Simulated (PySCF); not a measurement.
Simulation results for BClGeH5N, BGeH5NO, CH6BGeN, BGeH4NO and others

Calculation on a computer-drawn molecule: the log of a Hartree-Fock and frozen-core CCSD(T) single point meant for a local Hartree-Fock minimum, with one planted fault or none, to be diagnosed. Offsets are logged minus clean, where the clean run is the same molecule without the fault. The reference is restricted for singlets and unrestricted otherwise, and also for a bond in bohr or an excited solution. Adding or removing an electron swaps singlet and doublet. The excited solution moves the top pair (singlet) or top alpha electron (doublet) to the lowest empty orbital. Highest occupied and lowest empty are orbital energies over both spins, largest force is the largest gradient component, triples share is (T) over the correlation energy, the T1 limit is 0.02 restricted and 0.045 unrestricted, electrons count all cores, a negative frequency is imaginary (commonest isotopes), and the dipole is about the centre of nuclear charge; on germanium a core potential holds 10 electrons, which the energies leave out, and 3d is frozen in MP2 and coupled-cluster steps. Program: PySCF 2.14.0.

Common to all runs: meant basis and core potential on germanium cc-pVDZ-PP ECP10MDF; logged SCF converged yes; possible faults no fault, one electron removed, one electron added, multiplicity raised by two, geometry at a saddle point, SCF held on an excited solution, minimal basis STO-3G, one bond length entered in bohr, all coordinates scaled.

(1) 
```xyz
9
formula=BClGeH5N meant_charge=0 meant_multiplicity=1 meant_basis=cc-pV(D+d)Z logged_electrons=66 logged_basis_functions=99 logged_spin_squared=0.756 logged_highest_occupied=-11.476 logged_lowest_empty=1.4771 logged_largest_force=0.019017 logged_T1_diagnostic=0.053157 logged_D1_diagnostic=0.26912 logged_triples_share=0.035462 logged_CC_converged=yes logged_dipole_magnitude=2.2067 logged_SCF_stable_within_its_kind=yes logged_energy_HF=-834.87537 logged_energy_CCSD(T)=-835.42653 planted_fault=one_bond_length_entered_in_bohr,row_6_of_the_drawn_bonds HF_energy_offset_from_clean_run=88.17 CCSD(T)_energy_offset_from_clean_run=88.7
B     -0.5166     1.5261    -0.6591
N     -0.6310     0.2589    -0.0646
Ge    -1.2842    -0.1073     1.6077
Cl    -3.2578    -1.0047     1.4152
H     -0.8399     2.5030    -0.0379
H     -0.0887     1.6227    -1.7774
H     -0.1351    -1.2415    -1.1129
H     -0.4292    -1.1628     2.2905
H     -1.4447     1.1888     2.3757
```

Units: logged_highest_occupied, logged_lowest_empty in eV; logged_largest_force in hartree/bohr; logged_dipole_magnitude in debye; logged_energy_HF, logged_energy_CCSD(T) in hartree; HF_energy_offset_from_clean_run, CCSD(T)_energy_offset_from_clean_run in kcal/mol.

Drawn bonds:
```csv
atom,other atom,order
1,2,1
2,3,1
3,4,1
1,5,1
1,6,1
2,7,1
3,8,1
3,9,1
```

Notes: T1 above single-reference limit.

(2) 
```xyz
9
formula=BGeH5NO meant_charge=0 meant_multiplicity=2 meant_basis=cc-pVDZ logged_electrons=57 logged_basis_functions=90 logged_spin_squared=0.7567 logged_highest_occupied=-9.0129 logged_lowest_empty=1.1466 logged_largest_force=4.028e-06 logged_lowest_frequency=50.59 logged_T1_diagnostic=0.017246 logged_D1_diagnostic=0.064088 logged_triples_share=0.026489 logged_CC_converged=yes logged_dipole_magnitude=1.6512 logged_SCF_stable_within_its_kind=yes logged_energy_HF=-450.32173 logged_energy_CCSD(T)=-450.89865 planted_fault=no_fault HF_energy_offset_from_clean_run=0 CCSD(T)_energy_offset_from_clean_run=0
B     -1.0634     1.1130     0.4537
N     -0.5993    -0.1983     0.6021
Ge     0.0217    -1.3046    -0.7577
O     -1.0637    -1.1514    -2.1556
H     -1.4234     1.7470     1.4097
H     -1.0975     1.6079    -0.6457
H     -0.5617    -0.5752     1.5315
H     -0.0946    -2.7625    -0.2777
H     -1.2443    -0.2629    -2.4295
```

Units: logged_highest_occupied, logged_lowest_empty in eV; logged_largest_force in hartree/bohr; logged_lowest_frequency in cm⁻¹; logged_dipole_magnitude in debye; logged_energy_HF, logged_energy_CCSD(T) in hartree; HF_energy_offset_from_clean_run, CCSD(T)_energy_offset_from_clean_run in kcal/mol.

Drawn bonds:
```csv
atom,other atom,order
1,2,1
2,3,1
3,4,1
1,5,1
1,6,1
2,7,1
3,8,1
4,9,1
```

(3) 
```xyz
10
formula=CH6BGeN meant_charge=0 meant_multiplicity=1 meant_basis=cc-pVDZ logged_electrons=56 logged_basis_functions=95 logged_spin_squared=0 logged_highest_occupied=-5.0745 logged_lowest_empty=-2.6357 logged_largest_force=0.075914 logged_dipole_magnitude=3.3222 logged_SCF_stable_within_its_kind=no logged_energy_HF=-413.62359 planted_fault=SCF_held_on_an_excited_solution HF_energy_offset_from_clean_run=178.8
B      0.1804     2.7179    -0.4793
N     -0.0357     1.3799    -0.8644
Ge     0.2179     0.7211    -2.5921
C     -0.3125    -1.1694    -2.1876
H      0.5551     3.5139    -1.2999
H     -0.0074     3.0630     0.6591
H     -0.3482     0.7530    -0.1436
H      0.3266    -1.5855    -1.4002
H     -0.2343    -1.8072    -3.0707
H     -1.3474    -1.2023    -1.8270
```

Units: logged_highest_occupied, logged_lowest_empty in eV; logged_largest_force in hartree/bohr; logged_dipole_magnitude in debye; logged_energy_HF in hartree; HF_energy_offset_from_clean_run in kcal/mol.

Drawn bonds:
```csv
atom,other atom,order
1,2,1
2,3,1
3,4,1
1,5,1
1,6,1
2,7,1
4,8,1
4,9,1
4,10,1
```

Notes: coupled-cluster numbers left out as unreliable.

(4) 
```xyz
10
formula=CH6BGeN meant_charge=0 meant_multiplicity=1 meant_basis=cc-pVDZ logged_electrons=57 logged_basis_functions=95 logged_spin_squared=0.7679 logged_highest_occupied=-0.29743 logged_lowest_empty=7.9847 logged_largest_force=0.050414 logged_T1_diagnostic=0.019029 logged_D1_diagnostic=0.092958 logged_triples_share=0.030483 logged_CC_converged=yes logged_dipole_magnitude=2.6657 logged_SCF_stable_within_its_kind=yes logged_energy_HF=-413.89199 logged_energy_CCSD(T)=-414.45235
B      0.1804     2.7179    -0.4793
N     -0.0357     1.3799    -0.8644
Ge     0.2179     0.7211    -2.5921
C     -0.3125    -1.1694    -2.1876
H      0.5551     3.5139    -1.2999
H     -0.0074     3.0630     0.6591
H     -0.3482     0.7530    -0.1436
H      0.3266    -1.5855    -1.4002
H     -0.2343    -1.8072    -3.0707
H     -1.3474    -1.2023    -1.8270
```

Units: logged_highest_occupied, logged_lowest_empty in eV; logged_largest_force in hartree/bohr; logged_dipole_magnitude in debye; logged_energy_HF, logged_energy_CCSD(T) in hartree.

Drawn bonds:
```csv
atom,other atom,order
1,2,1
2,3,1
3,4,1
1,5,1
1,6,1
2,7,1
4,8,1
4,9,1
4,10,1
```

(5) 
```xyz
8
formula=BGeH4NO meant_charge=0 meant_multiplicity=1 meant_basis=cc-pVDZ logged_electrons=56 logged_basis_functions=85 logged_spin_squared=2.0056 logged_highest_occupied=-7.0733 logged_lowest_empty=-0.88517 logged_largest_force=0.03315 logged_T1_diagnostic=0.018876 logged_D1_diagnostic=0.072998 logged_triples_share=0.02706 logged_CC_converged=yes logged_dipole_magnitude=0.40602 logged_SCF_stable_within_its_kind=yes logged_energy_HF=-449.67148 logged_energy_CCSD(T)=-450.21853
B     -0.4461    -1.5568    -0.8262
N     -0.4257    -0.5404     0.1469
Ge     1.1549     0.1164     0.9052
O      0.4492     1.3293     2.0054
H     -1.4852    -1.9492    -1.2873
H      0.5977    -2.0321    -1.1940
H     -1.3161    -0.1682     0.4288
H     -0.4876     1.4608     2.0535
```

Units: logged_highest_occupied, logged_lowest_empty in eV; logged_largest_force in hartree/bohr; logged_dipole_magnitude in debye; logged_energy_HF, logged_energy_CCSD(T) in hartree.

Drawn bonds:
```csv
atom,other atom,order
1,2,1
2,3,1
3,4,1
1,5,1
1,6,1
2,7,1
4,8,1
```

(6) 
```xyz
10
formula=B2GeH6N meant_charge=1 meant_multiplicity=1 meant_basis=cc-pVDZ logged_electrons=54 logged_basis_functions=95 logged_spin_squared=0.6734 logged_highest_occupied=-14.332 logged_lowest_empty=-5.4389 logged_largest_force=0.015415 logged_T1_diagnostic=0.06278 logged_D1_diagnostic=0.28517 logged_triples_share=0.034718 logged_CC_converged=yes logged_dipole_magnitude=2.9777 logged_SCF_stable_within_its_kind=yes logged_energy_HF=-400.3326 logged_energy_CCSD(T)=-400.80173
B     -0.9013     0.7952     2.8320
N     -1.0746     0.8483     1.3716
B     -2.1140     1.6767     0.7399
Ge     0.0002    -0.1125     0.3438
H     -1.6258     1.4426     3.5125
H     -0.0347     0.0993     3.2701
H     -3.4669     2.8856     2.0567
H     -2.1916     1.6685    -0.4522
H      1.0590    -0.9571     1.0053
H     -0.1878    -0.0462    -1.1502
```

Units: logged_highest_occupied, logged_lowest_empty in eV; logged_largest_force in hartree/bohr; logged_dipole_magnitude in debye; logged_energy_HF, logged_energy_CCSD(T) in hartree.

Drawn bonds:
```csv
atom,other atom,order
1,2,1
2,3,1
2,4,1
1,5,1
1,6,1
3,7,1
3,8,1
4,9,1
4,10,1
```

Notes: T1 above single-reference limit.

To be estimated
1. Which fault was planted in the run of CH6BGeN (entry 4)?
2. BGeH4NO (entry 5): planted fault?
3. Which fault was planted in the run of B2GeH6N (entry 6)?

Calculated values
1. one electron added
2. multiplicity raised by two
3. one bond length entered in bohr, row 6 of the drawn bonds

Further results for CH6BGeN (entry 4):

| Property | Result |
| --- | --- |
| HF energy offset from clean run | 10.39 kcal/mol |
| CCSD(T) energy offset from clean run | 1.65 kcal/mol |

Further results for BGeH4NO (entry 5):

| Property | Result |
| --- | --- |
| HF energy offset from clean run | 66.9 kcal/mol |
| CCSD(T) energy offset from clean run | 82.25 kcal/mol |

Further results for B2GeH6N (entry 6):

| Quantity | Value |
| --- | --- |
| HF energy offset from clean run | 80.87 kcal/mol |
| CCSD(T) energy offset from clean run | 79.96 kcal/mol |
